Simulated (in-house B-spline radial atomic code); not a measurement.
OEP/ALDAx excitations of Ca

Method: OEP/ALDAx. Computed with a B-spline radial code for spherical atoms: linear response of the closed shell [Ar] 4s2 with the adiabatic LDA exchange kernel on the exchange-only optimised effective potential; scalar-relativistic (spin-free one-electron X2C), finite nucleus, no spin-orbit coupling, no double excitations, S, P, D and F terms only; shells from n = 2 respond.

Command:
```bash
python run_td.py task.json out
```
Settings (radii: box in bohr, nucleus in fm):
```
Z                        20
electrons                20
configuration            [Ar] 4s2
hamiltonian              x2c
method                   oep
box_radius               75
rms_radius               3.4776
intervals                115
```

Run time, properties included: 1.1 s on 1 thread of Intel(R) Xeon(R) Platinum 8488C (Sapphire Rapids), with other jobs on the host.

The lowest states, in the order of their Tamm-Dancoff energies; the method's threshold (minus the highest occupied level) is 5.344 eV. Labels give the largest channel, * marks a mixed state, and oscillator strengths are full-response dipole values. Measured ¹D terms are left out, since they can mix with doubly excited terms. Semilocal kernels can invert the small singlet-triplet splittings of Rydberg terms. Energies in eV:

```tsv
state	full response	Tamm-Dancoff	oscillator strength	measured (J-weighted term)
4s → 4p 3P	?	?	-	?
4s → 3d 3D	1.255	1.411	-	2.524
4s → 3d 1D	2.122	2.133	-	-
4s → 4p 1P	2.844	3.004	1.73	2.933
4s → 5s 3S	3.157	3.178	-	3.910
4s → 5s 1S	3.536	3.549	-	4.131
4s → 5p 3P	?	?	-	?
4s → 4d 3D	3.776	3.787	-	4.681
4s → 4d 1D	3.869	3.871	-	-
4s → 5p 1P	4.040	4.095	0.167	4.554
```

(1) Where does 4s → 5p 3P lie?

(2) Where does 4s → 4p 3P lie?

(3) How large is the singlet-triplet splitting of 4s → 3d (D terms) in Tamm-Dancoff?

(4) What polarisabilities and dispersion coefficient does the method give?

Answers

(1) At 3.760 eV in full response, 3.778 eV in Tamm-Dancoff; measured 4.534 eV.

(2) At 1.007 eV in full response, 1.340 eV in Tamm-Dancoff; measured 1.892 eV.

(3) 0.722 eV, from the unrounded values.

(4) Dipole 171.7 bohr³, quadrupole 4141 bohr⁵, C6 2457 hartree·bohr⁶ for two such species. Recommended dipole value: 160.8 ± 4 bohr³ (Schwerdtfeger and Nagle, table of static dipole polarizabilities (2023 update)), which includes relativity and correlation.
